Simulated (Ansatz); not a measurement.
Input file for Ansatz (a quantum-chemistry and plane-wave program): R-B3LYP/def2-TZVPPD on FGeH3O (SMILES [OH][GeH2][F]) with ghost functions. Files ending in .json are basis or fitting sets from the Basis Set Exchange.

Ansatz 0.2 input:
```yaml
crystal:
  periodic: [false, false, false]
  atoms:
    - {symbol: O, position_ang: [-1.43535024, 0.34289943, 0.81499324]}
    - {symbol: Ge, position_ang: [0.22156485, -0.32738195, 0.64327739]}
    - {symbol: F, position_ang: [0.08598138, -0.82233042, -1.06960587]}
    - {symbol: H, position_ang: [-1.88854647, 0.24213310, -0.03012391]}
    - {symbol: H, position_ang: [0.46127241, -1.67957480, 1.31938387]}
    - {symbol: H, position_ang: [1.34648924, 0.70733802, 0.55929842]}
basis:
  gaussian:
    orbitals: def2-TZVPPD.json
    ghost_atoms:
      - {symbol: N, position_ang: [0.11220842, 0.46940911, 3.01088509]}
      - {symbol: H, position_ang: [0.14533620, -0.24276841, 3.73133076]}
      - {symbol: H, position_ang: [0.74133301, 1.21857114, 3.27592047]}
      - {symbol: H, position_ang: [-0.83225254, 0.83909615, 2.96580820]}
hamiltonian:
  xc: {name: B3LYP}
scf: {lower_state_search: off}
```

**Question.** Give the final energy of this run.

**Answer.** -2254.0590 hartree.

**Question.** How many basis functions does it have, and what does it roughly cost on one machine?

**Answer.** 273 functions; about 6 core-seconds (a rough figure).
